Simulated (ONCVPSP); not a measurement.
# Hardness and transferability of assorted potentials

Generated with ld1.x 7.5 (TM, RRKJ, ultrasoft, PAW), atompaw 4.2 or ONCVPSP 4.0.1. The cutoff is in Ry: for ld1.x and atompaw files where the sum of valence levels is converged to 10 mRy in a Bessel basis, for ONCV files where the hardest occupied wave has 1 mHa per electron of residual kinetic energy. The error is the largest all-electron minus pseudo excitation energy over each file’s own four to seven test configurations (ionisations up to +4, promotions, holes and added fractions of an electron), all of which were solved. The labels leave out finer settings (local radius, basis sizes, second energies), which also bear on the numbers. Spin-polarised tests are not counted. The rows are a selection from randomly drawn settings: files with unsolved tests, undetermined cutoffs or missed reference levels are left out.

A true bound ghost makes a file unfit for plane-wave use even where its test errors are small: the radial tests pick states by their node count and pass the ghost by.

```tsv
element	potential	cutoff (Ry)	largest error (meV)	bound ghosts
Mg	ONCV, LDA (Perdew-Wang 92), scalar-relativistic, rc 1.05/1.05 (sp), local smoothed, core correction no, reference 2s2 2p6, qcut 14.8/11.8, projectors 2/3	122	+0.6	none
Ca	ONCV, PBE, scalar-relativistic, rc 1.55/1.25/1.55 (spd), local smoothed, core correction yes, reference 3s2 3p6 4s1, qcut 10.3/5.9/6.5, projectors 2/2/2	55	-0.3	none
Rh	ONCV, PBE, scalar-relativistic, rc 1.55/1.30/1.55 (spd), local smoothed, core correction no, reference 4s2 4p6 4d8 5s1, qcut 6/9.4/9.9, projectors 2/1/2	81	+27	none
La	ONCV, PBEsol, scalar-relativistic, rc 3.95/2.05/3.50/4.05 (spdf), local smoothed, core correction yes, reference 5p6 5d1 6s2, qcut 1.8/4.7/3.8/2.5, projectors 2/1/2/2	20	+90	s
Ta	ONCV, PBEsol, scalar-relativistic, rc 1.85/1.30/1.80/1.10 (spdf), local f, core correction yes, reference 4f14 5s2 5p6 5d3, qcut 6/5.5/5.2/18, projectors 2/2/2/0	267	-6.3	s, p
Hg	ONCV, PBEsol, scalar-relativistic, rc 1.65/1.70/1.50/2.68 (spdf), local smoothed, core correction no, reference 5s2 5p6 5d10 6s2, qcut 9.6/10.1/6.7/6.8, projectors 2/2/3/2	56	-370	none
Pb	ONCV, PBE, fully relativistic, rc 1.25/1.45/1.85 (spd), local smoothed, core correction no, reference 5s2 5p6 5d10 6s2 6p2, qcut 8.1/8.2/9, projectors 3/2/3	62	-0.9	none
Bi	ONCV, PBE, scalar-relativistic, rc 1.60/1.80/1.60 (spd), local s, core correction no, reference 5d10 6s2 6p1, qcut 3.9/4.1/8.2, projectors 0/1/2	114	+26	none
```

Fill in the row for Mg: ONCV, LDA (Perdew-Zunger), scalar-relativistic, rc 1.05/1.50 (sp), local smoothed, core correction yes, reference 2s2 2p6 3s1.75 3p0.25, qcut 12.3/11.4, projectors 2/2.

cutoff 81 Ry, largest error -2.1 meV, bound ghosts: none.
